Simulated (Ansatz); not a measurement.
Cartesian coordinates (Å):
```xyz
7

B      0.8751     0.0493    -0.0663
C     -0.6685    -0.0472    -0.0235
H      1.5548    -0.9224     0.0720
H      1.4203     1.1058    -0.1750
H     -1.0783    -1.0133    -0.3168
H     -1.1944     0.7575    -0.5367
H     -0.9091     0.0704     1.0462
```
Charge 0, multiplicity 1.

Computed with frozen-core CCSD(T)/cc-pVQZ // CAM-B3LYP-D3(BJ)/def2-TZVP (Ansatz, a quantum-chemistry and plane-wave program).

The HF energy comes out as -65.47068 Ha. The MP2 correlation energy is -0.30614 Ha.

Question: Estimate the CCSD correlation energy, the (T) correction, the total energy and the T1 diagnostic.

Answer: 
```json
{
  "CCSD correlation energy": "-0.33403 Ha",
  "(T) correction": "-0.01104 Ha",
  "CCSD(T) total energy": "-65.81575 Ha",
  "T1 diagnostic": "0.009"
}
```
